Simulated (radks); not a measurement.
Values are calculated unless marked as measured or tabulated.
Q: Ta22+, configuration [Kr] 4d10 4f5. Code: a radial shooting solver on a logarithmic mesh with Libxc functionals. Model: scalar-relativistic Kohn-Sham, exchange-only LDA, spin-polarised, spherical densities, point nucleus; open shells are filled with parallel spins first (spin-orbit coupling, left out, can overturn this in heavy ions). Some entries of the table are withheld. Estimate them.

| orbital | occ. | eigenvalue (hartree) | <r> (bohr) |
|---|---|---|---|
| 1s down | 1 | -2497.046 | 0.01867 |
| 1s up | 1 | -2497.045 | 0.01867 |
| 2s up | 1 | -448.4115 | 0.07901 |
| 2s down | 1 | -448.4028 | 0.07901 |
| 2p up | 3 | -395.9632 | 0.07060 |
| 2p down | 3 | -395.9567 | 0.07060 |
| 3s up | 1 | -120.9111 | 0.2048 |
| 3s down | 1 | -120.7320 | 0.2046 |
| 3p up | 3 | -105.3084 | 0.2048 |
| 3p down | 3 | -105.1294 | 0.2045 |
| 3d up | 5 | -87.07515 | 0.1855 |
| 3d down | 5 | -86.93591 | 0.1852 |
| 4s up | 1 | -42.04660 | 0.4441 |
| 4s down | 1 | -41.75175 | 0.4446 |
| 4p up | 3 | (1) | 0.4655 |
| 4p down | 3 | (2) | 0.4661 |
| 4d up | 5 | -29.92209 | 0.4812 |
| 4d down | 5 | -29.64275 | 0.4822 |
| 4f up | 5 | (3) | 0.4803 |
| 4f down | 0 | (4) | 0.4823 |

A: 
(1) 4p up eigenvalue (hartree): -36.70443
(2) 4p down eigenvalue (hartree): -36.41967
(3) 4f up eigenvalue (hartree): -22.43893
(4) 4f down eigenvalue (hartree): -22.14185
